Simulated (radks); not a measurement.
Removal energies from the cerium ion Ce3+, [Xe] 4f(5/2: 1, 7/2: 0), by Delta-SCF beside the eigenvalue of the level emptied. All-electron calculation, Dirac Kohn-Sham, relativistic LDA (MacDonald-Vosko exchange, VWN5 correlation), spin-unpolarised, spherical densities, finite nucleus; Fermi nuclear charge, rms radius of each element as measured or else 0.836 A^(1/3) + 0.57 fm. Program: a radial shooting solver on a logarithmic mesh with Libxc functionals. Sub-shells are occupied by j as written (lower j first in brackets).

| removed from | final configuration | Delta-SCF (eV) | -eigenvalue (eV) |
|---|---|---|---|
| 4f5/2 | [Xe] | 38.428 | 29.295 |
| 5p3/2 | [Kr] 4d10 4f(5/2: 1, 7/2: 0) 5s2 5p(1/2: 2, 3/2: 3) | 51.291 | 45.149 |
| 5p1/2 | [Kr] 4d10 4f(5/2: 1, 7/2: 0) 5s2 5p(1/2: 1, 3/2: 4) | 54.423 | 48.073 |
| 5s1/2 | [Kr] 4d10 4f(5/2: 1, 7/2: 0) 5s1 5p6 | 70.552 | 63.701 |
